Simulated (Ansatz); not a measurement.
F₂H₃N₂Si, SMILES `[NH][Si](N)(F)F` radical, relaxed with UKS PBE-D4/def2-SVP in Ansatz 0.2.0 from a rough embedded geometry. The force threshold is 0.03 eV/Å; the program also tests the step.

Total charge 0; spin multiplicity 2.

Start:

```xyz
8

N    -0.776    1.072    0.100
Si    0.190   -0.178   -0.551
N     0.439   -0.845    0.941
F    -0.612   -1.154   -1.406
F     1.577    0.332   -1.165
H    -1.059    1.700   -0.757
H     0.763   -0.029    1.507
H    -0.521   -0.898    1.331
```

```
        step  energy (eV)  largest force (eV/Å)  largest move (Å)
           1  -16319.8623                 3.667             0.000
           2  -16320.7607                 1.740             0.198
           3  -16321.0738                 0.765             0.187
           4  -16321.2143                 0.770             0.200
           5  -16321.2747                 1.188             0.200
           6  -16321.3036                 0.479             0.159
           7  -16321.3287                 0.574             0.120
8 (rejected)  -16321.3190                 0.449             0.151
           9  -16321.3354                 0.509             0.074
          10  -16321.3436                 0.228             0.100
          11  -16321.3450                 0.171             0.026
          12  -16321.3456                 0.092             0.060
          13  -16321.3463                 0.029             0.013
```

End:

```xyz
8

N    -1.224    1.068   -0.437
Si    0.042   -0.103   -0.535
N     0.312   -0.691    1.057
F    -0.445   -1.274   -1.552
F     1.508    0.370   -1.074
H    -0.962    2.039   -0.686
H     1.223   -0.588    1.508
H    -0.455   -0.822    1.718
```

Hardware: 4 threads of an Intel Xeon 6975P-C on a shared host. Wall time 8.5 s, peak host memory 0.17 GiB.
